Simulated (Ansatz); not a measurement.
# A geometry optimisation of CH2ClI with B3LYP-D3(BJ)/def2-SVP

The starting geometry of this gas-phase singlet was optimised with GFN2-xTB.

```yaml
atoms:
  - { symbol: C, position_ang: [-0.1503, 0.7407, 0.1988] }
  - { symbol: Cl, position_ang: [-0.2002, -1.1395, 0.2026] }
  - { symbol: I, position_ang: [0.2219, 1.3290, -1.8602] }
  - { symbol: H, position_ang: [1.0774, -1.3063, 0.1532] }
  - { symbol: H, position_ang: [-1.2203, 0.9633, 0.3429] }
```

**Question.** Predict what it relaxes into with B3LYP-D3(BJ)/def2-SVP.

**Answer.** It rearranges to `ClCI`. Contacts that open: Cl2–H4 (1.29 → 2.37 Å). Contacts that close: C1–H4 (2.39 → 1.09 Å).

The energy falls by 4.20 eV over 23 steps:

```tsv
step	E − E(last) (eV)
1	4.196
3	3.862
6	3.571
8	3.552
11	3.360
13	3.071
16	2.220
18	1.335
21	0.001
23	0.000
```

Final geometry (Å):

```xyz
5

C    -0.0470    0.1200    0.0079
Cl   -0.4000   -1.6019   -0.2082
I     0.1166    1.2474   -1.8518
H     0.9160    0.2329    0.5148
H    -0.8572    0.5888    0.5746
```

No frequencies were run, so the end isn't proven a minimum. Atoms past krypton carry core potentials, without spin–orbit terms. Run with Ansatz 0.2.0, 96 s on 1 thread of Intel(R) Xeon(R) Platinum 8259CL CPU @ 2.50GHz (Skylake/Cascade Lake), on a shared host.
